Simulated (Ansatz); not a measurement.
`[SnH3][c]1ccccc1`, relaxed with RKS PBE0-D4/def2-TZVP in the Gaussian-basis code of Ansatz from a PBE-D4/def2-SVP geometry. The force threshold is 0.005 eV/Å; the program also tests the step.

The species carries charge 0 and has multiplicity 1. Sn: def2 effective core potential.

Start:

```xyz
15

Sn    2.573    0.744    0.029
C     0.494    0.154    0.003
C    -0.407    0.637    0.975
C    -1.753    0.237    0.964
C    -2.216   -0.650   -0.020
C    -1.329   -1.136   -0.994
C     0.017   -0.735   -0.982
H     3.482   -0.268    1.098
H     3.212    0.589   -1.570
H     2.699    2.381    0.572
H    -0.064    1.338    1.753
H    -2.445    0.624    1.729
H    -3.271   -0.963   -0.029
H    -1.688   -1.830   -1.770
H     0.697   -1.123   -1.758
```

```json
{"step": "1", "energy (eV)": "-12177.9595", "largest force (eV/Å)": "0.525", "largest move (Å)": "0.000"}
{"step": "2", "energy (eV)": "-12178.0338", "largest force (eV/Å)": "0.268", "largest move (Å)": "0.062"}
{"step": "3", "energy (eV)": "-12178.0430", "largest force (eV/Å)": "0.024", "largest move (Å)": "0.016"}
{"step": "4", "energy (eV)": "-12178.0430", "largest force (eV/Å)": "0.006", "largest move (Å)": "0.003"}
{"step": "5", "energy (eV)": "-12178.0430", "largest force (eV/Å)": "0.001", "largest move (Å)": "0.002"}
```

End:

```xyz
15

Sn    2.540    0.735    0.028
C     0.491    0.149    0.004
C    -0.400    0.626    0.963
C    -1.731    0.235    0.953
C    -2.190   -0.641   -0.020
C    -1.314   -1.122   -0.982
C     0.016   -0.728   -0.969
H     3.440   -0.260    1.087
H     3.174    0.582   -1.550
H     2.659    2.352    0.563
H    -0.062    1.317    1.730
H    -2.412    0.616    1.706
H    -3.230   -0.947   -0.029
H    -1.668   -1.804   -1.747
H     0.685   -1.110   -1.735
```

It took 49 s on 2 threads of an AMD EPYC 7R13 on a shared host and a share of an NVIDIA H100 80 GB, with 0.95 GiB of host memory at the peak.
